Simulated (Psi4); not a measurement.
hydrogen atom (H), doublet; MP2/aug-cc-pVDZ (Psi4).

Psi4 was given this input:
```
memory 2 GB

molecule mol {
0 2
  H     0.000000    0.000000    0.000000
}

set basis aug-cc-pvdz
set reference uhf

energy('mp2')
print_variables()
```

It wrote (shortened):

```
    SCF Algorithm Type (re)set to DF.

   => Loading Basis Set <=

    Name: AUG-CC-PVDZ
    Role: ORBITAL
    Keyword: BASIS

         ---------------------------------------------------------
                                   SCF
               by Justin Turney, Rob Parrish, Andy Simmonett
                          and Daniel G. A. Smith
                              UHF Reference
         ---------------------------------------------------------

  ==> Geometry <==

    Molecular point group: d2h
    Geometry (in Angstrom), charge = 0, multiplicity = 2:

       Center              X                  Y                   Z               Mass
    ------------   -----------------  -----------------  -----------------  -----------------
         H            0.000000000000     0.000000000000     0.000000000000     1.007825032230

  Running in d2h symmetry.

  Rotational constants: A = ************  B = ************  C = ************ [cm^-1]
  Rotational constants: A = ************  B = ************  C = ************ [MHz]
  Nuclear repulsion =    0.000000000000000

  Charge       = 0
  Multiplicity = 2
  Electrons    = 1
  Nalpha       = 1
  Nbeta        = 0

  ==> Algorithm <==

  SCF Algorithm Type is DF.
  DIIS enabled.
  MOM disabled.
  Fractional occupation disabled.
  Guess Type is CORE.
  Energy threshold   = 1.00e-08
  Density threshold  = 1.00e-08
  Integral threshold = 1.00e-12

  ==> Primary Basis <==

  Basis Set: AUG-CC-PVDZ
    Blend: AUG-CC-PVDZ
    Number of shells: 5
    Number of basis functions: 9
    Number of Cartesian functions: 9
    Spherical Harmonics?: true
    Max angular momentum: 1

   => Loading Basis Set <=

    Name: (AUG-CC-PVDZ AUX)
    Role: JKFIT
    Keyword: DF_BASIS_SCF

  ==> Integral Setup <==

  SCF_SUBTYPE=INCORE selected. In-core MEM_DF algorithm will be used.
  Using in-core AOs.

  ==> MemDFJK: Density-Fitted J/K Matrices <==

    J tasked:                   Yes
    K tasked:                   Yes
    wK tasked:                   No
    Algorithm:                 Core
    Schwarz Cutoff:           1E-12
    Mask sparsity (%):       0.0000
    Fitting Condition:        1E-10

   => Auxiliary Basis Set <=

  Basis Set: (AUG-CC-PVDZ AUX)
    Blend: AUG-CC-PVDZ-JKFIT
    Number of shells: 12
    Number of basis functions: 32
    Number of Cartesian functions: 35
    Spherical Harmonics?: true
    Max angular momentum: 2

  Minimum eigenvalue in the overlap matrix is 1.5546690252E-01.
[...]
  @DF-UHF Final Energy:    -0.49933431543959
    Total Energy =                         -0.4993343154395856
[...]

  //>>>>>>>>>>>>>>>>>>>>>>>>>>>>>>>>>>>//
  //               DFMP2               //
  //<<<<<<<<<<<<<<<<<<<<<<<<<<<<<<<<<<<//

   => Loading Basis Set <=

    Name: (AUG-CC-PVDZ AUX)
    Role: RIFIT
    Keyword: DF_BASIS_MP2

	 --------------------------------------------------------
	                          DF-MP2
	      2nd-Order Density-Fitted Moller-Plesset Theory

	        Rob Parrish, Justin Turney, Andy Simmonett,
	           Ed Hohenstein, and C. David Sherrill
	 --------------------------------------------------------

	 --------------------------------------------------------
	                 NBF =     9, NAUX =    23
	 --------------------------------------------------------
	   CLASS    FOCC     OCC    AOCC    AVIR     VIR    FVIR
	   ALPHA       0       1       1       8       8       0
	    BETA       0       0       0       9       9       0
	 --------------------------------------------------------

  Warning: no MP2 calculation performed on system with alpha ACTIVE_OCC (1), beta ACTIVE_OCC (0), alpha ACTIVE_VIR (8), beta ACTIVE_VIR (9); returning 0.0 by definition.
	-----------------------------------------------------------
	 ==================> DF-MP2 Energies <====================
	-----------------------------------------------------------
	 Reference Energy          =      -0.4993343154395856 [Eh]
	 Singles Energy            =       0.0000000000000000 [Eh]
	 Same-Spin Energy          =       0.0000000000000000 [Eh]
	 Opposite-Spin Energy      =       0.0000000000000000 [Eh]
	 Correlation Energy        =       0.0000000000000000 [Eh]
	 Total Energy              =      -0.4993343154395856 [Eh]
	-----------------------------------------------------------
	 ================> DF-SCS-MP2 Energies <==================
	-----------------------------------------------------------
	 SCS Same-Spin Scale       =       0.3333333333333333 [-]
	 SCS Opposite-Spin Scale   =       1.2000000000000000 [-]
	 SCS Same-Spin Energy      =       0.0000000000000000 [Eh]
	 SCS Opposite-Spin Energy  =       0.0000000000000000 [Eh]
	 SCS Correlation Energy    =       0.0000000000000000 [Eh]
	 SCS Total Energy          =      -0.4993343154395856 [Eh]
	-----------------------------------------------------------

  Variable Map:
  ----------------------------------------------------------------------------
[...]
  Array Variable Map:
  ----------------------------------------------------------------------------
[...]
[...]
```
